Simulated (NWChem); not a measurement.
SiNH2F, singlet; SMILES N[Si]F

```xyz
5

Si    -0.6431     0.0508     0.0000
F      0.4575     1.2754     0.0000
N      0.4635    -1.2576     0.0000
H      1.4761    -1.1585     0.0000
H      0.1656    -2.2277     0.0000
```
Atoms are numbered in this order, from 1.

Computed with NWChem. Pople sets run with spherical d functions. Low-valent species are run as closed-shell singlets; no triplet was tried in these runs. Structure relaxed at the PBE0/def2-SVP level. Total energies compare along this basis series because the functional is fixed.

| level | basis functions | energy (Ha) | highest occupied level (eV) | orbital gap (eV) | dipole (D) |
|---|---|---|---|---|---|
| PBE/STO-3G | 21 | -439.4303 | -1.54 | 4.46 | 1.41 |
| PBE/3-21G | 35 | -442.6439 | -5.55 | 4.07 | 2.83 |
| PBE/6-31G* | 50 | -445.0093 | -5.82 | 4.15 | 2.56 |
| PBE/6-31+G* | 62 | -445.0308 | -6.21 | 4.07 | 2.54 |
| PBE/6-311G** | 74 | -445.0934 | -5.99 | 4.12 | 2.57 |
| PBE/6-311++G** | 88 | -445.1047 | -6.26 | 4.06 | 2.54 |
